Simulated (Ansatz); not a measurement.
Li4S was relaxed with B3LYP-D4 (def2-TZVP) in Ansatz in these states: neutral quintet, neutral singlet, neutral triplet. The geometries follow in no particular order.

A:

```xyz
5

Li    0.286    1.361    3.023
Li   -0.212   -0.943    1.100
Li    0.291    1.358   -0.017
Li   -0.241   -1.235   -3.035
S    -0.124   -0.541   -1.070
```

B:

| atom | x (Å) | y (Å) | z (Å) |
| --- | --- | --- | --- |
| Li1 | -0.534 | 0.346 | -2.138 |
| Li2 | -1.261 | -0.921 | 1.596 |
| Li3 | 1.704 | -0.878 | -1.150 |
| Li4 | 0.086 | 1.455 | 1.691 |
| S5 | 0.004 | -0.002 | 0.001 |

C:

Cartesian coordinates in Å:
```
Li -1.119 -1.102 -2.415
Li 1.439 -1.451 -0.849
Li -1.319 0.759 -0.012
Li 0.091 1.701 2.411
S 0.909 0.092 0.865
```

Task: Judge from the bond lengths which geometry belongs to which state (an estimate).

Result: A is the neutral singlet (Li2–Li3 2.607 Å, Li1–Li2 3.042 Å, Li1–Li3 3.040 Å); B is the neutral triplet (Li2–Li3 4.042 Å, Li1–Li2 4.009 Å, Li1–Li3 2.735 Å); C is the neutral quintet (Li2–Li3 3.632 Å, Li1–Li2 3.019 Å, Li1–Li3 3.045 Å).

At PBE0-D4/def2-TZVP a triplet lies 3.57 eV below the neutral quintet. These are the stationary points nearest to one start from a short search; other shapes may lie lower in each state.
